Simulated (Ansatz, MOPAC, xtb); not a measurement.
Dissociation curve of GeC, lowest singlet found (which spin is the ground state isn't settled by this scan).

AM1, restricted, heats of formation (MOPAC); RMP2 = MP2 on RHF/cc-pVDZ, cores with 3d frozen run with Ansatz (a program for electronic structure); RHF/cc-pVDZ (Ansatz); GFN1-xTB (xtb).

Energies are in eV, each relative to the lowest point of its own curve between 1.53 and 2.10 Å, where full CI is lowest.

| R / Å | AM1 | RMP2 | RHF | GFN1-xTB |
|---|---|---|---|---|
| 1.41 | 1.886 | 2.765 | 3.811 | 4.383 |
| 1.53 | 0.733 | 0.639 | ? | 1.009 |
| 1.62 | 0.232 | 0.778 | 1.099 | 0.127 |
| 1.71 | 0.015 | 0.726 | ? | 0.000 |
| 1.78 | 0.000 | ? | 0.134 | 0.201 |
| 1.87 | 0.131 | 0.062 | 0.000 | 0.672 |
| 1.90 | 0.205 | 0.022 | 0.006 | ? |
| 1.98 | 0.460 | 0.000 | 0.117 | 1.373 |
| 2.05 | 0.742 | 0.056 | 0.299 | 1.704 |
| 2.10 | 0.969 | 0.127 | ? | 1.888 |
| 2.23 | — | 0.384 | 0.987 | 2.412 |
| 2.34 | — | 0.658 | 1.488 | 2.898 |
| 2.46 | — | 1.086 | 2.050 | 3.439 |
| 2.65 | — | 2.673 | 2.813 | 4.257 |
| 2.84 | — | 3.957 | 3.281 | ? |
| 3.12 | — | 4.776 | 3.636 | 5.848 |
| 3.49 | — | 5.143 | 3.847 | 6.654 |

Question: What belongs in the gaps?

Answer: 
- 1.53, RHF: 1.883
- 1.71, RHF: 0.448
- 1.78, RMP2: 0.325
- 1.90, GFN1-xTB: 0.860
- 2.10, RHF: 0.465
- 2.84, GFN1-xTB: 4.980

A dash means that the run gave no value there, or that the column was ended at a point which the program doubted or which failed a test of continuity chosen for this set; such a test can also cut sound points.

The scan ran from 1.41 to 6.65 Å; beyond the distances shown full CI changes its symmetry label. The restricted form behind AM1, RMP2, RHF keeps the bonding electrons paired and can't separate into open-shell fragments. The T1 diagnostic of CCSD on the restricted reference of RMP2 exceeds 0.045 at 1.41 to 1.62, 2.46 to 3.12 Å.
